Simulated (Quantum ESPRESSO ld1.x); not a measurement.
The numbers below are computed, except where a source is named.
Problem. The aluminium ion Al2+, 11 electrons, occupied as [Ne] 3s1. Code: ld1.x of Quantum ESPRESSO 7.5. Model: scalar-relativistic Kohn-Sham, LDA (Slater exchange, Perdew-Zunger correlation), spin-polarised, spherical densities, point nucleus; open shells are filled with parallel spins first. Some entries of the table are withheld. Estimate them.

| orbital | occ. | eigenvalue (Ry) | <1/r> (bohr^-1) | <r> (bohr) |
|---|---|---|---|---|
| 1s up | 1 | -112.120 | 12.59 | 0.1206 |
| 1s down | 1 | -112.109 | 12.59 | 0.1206 |
| 2s up | 1 | -9.42022 | 2.334 | 0.6280 |
| 2s down | 1 | -9.40521 | 2.336 | 0.6271 |
| 2p up | 3 | (1) | 2.214 | (2) |
| 2p down | 3 | (3) | 2.217 | (4) |
| 3s up | 1 | -1.80641 | 0.6224 | 2.183 |
| 3s down | 0 | -1.65388 | 0.6198 | 2.207 |

Solution. 
(1) 2p up eigenvalue (Ry): -6.64425
(2) 2p up <r> (bohr): 0.6024
(3) 2p down eigenvalue (Ry): -6.62783
(4) 2p down <r> (bohr): 0.6006
